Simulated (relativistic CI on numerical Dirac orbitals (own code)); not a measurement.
## Re³⁺: 4f photoemission

Computed with this model: Dirac-Coulomb-Breit CI, KLI orbitals optimised for each configuration, model QED (radiative potential, 1s self-energy scaled to tabulated hydrogen-like ionisation energies), valence Slater integrals scaled by 0.8, multiplet model of photoemission in the sudden approximation; configurations [Xe] 4f14 5d4 → [Xe] 4f13 5d4; 300 K; Lorentzian 0.25 eV and Gaussian 0.5 eV FWHM. Energies are those of the free ion, without screening or charge transfer. The energies are binding energies and can lie tens of eV above those of solids. S is read from ⟨S²⟩ = S(S + 1).

free ion: ground-state S = 1.78, centroid 81.20 eV. Peaks (eV, height): 79.8 (100), 81.2 (19), 83.0 (45).

Strongest unbroadened transitions for free ion:

```tsv
Energy (eV)	Relative strength
79.78	100.0
80.24	2.7
81.01	9.8
81.23	3.2
81.39	5.9
81.76	8.5
81.99	0.8
82.15	4.2
82.46	7.0
82.52	4.5
82.95	7.2
82.97	15.1
83.10	19.4
83.45	4.1
83.92	0.7
83.97	0.8
84.24	1.0
84.54	2.6
```
